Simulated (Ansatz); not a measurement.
Ligand exchange: C3H10Si + C4H9NO → C2H9NSi + C5H10O

Gas-phase species: C3H10Si `CC[SiH2]C`, singlet; C4H9NO (butyramide) `CCCC(N)=O`, singlet; C2H9NSi `CC[SiH2]N`, singlet; C5H10O `CCCC(C)=O`, singlet. The partners trade CH3 for NH2: Si–CH3 and C–NH2 bonds give way to Si–NH2 and C–CH3.

Shapes, held fixed at every level: PBE0-D4/def2-TZVP. Flexible molecules stand in one conformer, not always the lowest. Programs: Ansatz 0.2.0. Electronic energies: no zero-point or thermal term.

Task: Estimate ΔE of this reaction.

Result: The highest level, CCSD(T)/CBS estimate, gives ΔE = -3.3 kJ/mol; the levels span -3.3 to +16.1. That is about zero within the method's error. They disagree on the sign: 3 of 7 are positive. The column of differences is taken from that level and isn't an error. No measured value is set beside it here. The CBS estimate extrapolates MP2 from def2-TZVPP and def2-QZVPP and adds CCSD(T) − MP2 in the triple-zeta set, cores frozen.

| level | kind | ΔE (kJ/mol) | less CCSD(T)/CBS estimate |
| --- | --- | --- | --- |
| HF/def2-TZVPP | Hartree–Fock | -1.3 | +2.0 |
| PBE-D4/def2-TZVPP | GGA | +16.1 | +19.4 |
| r2SCAN-D4/def2-TZVPP | meta-GGA | +12.2 | +15.5 |
| PBE0-D4/def2-TZVPP | global hybrid | +12.8 | +16.1 |
| MP2/def2-TZVPP | perturbation theory | -1.3 | +2.0 |
| CCSD/def2-TZVPP | coupled cluster or CI | -2.9 | +0.4 |
| CCSD(T)/CBS estimate | coupled cluster or CI | -3.3 | 0.0 |
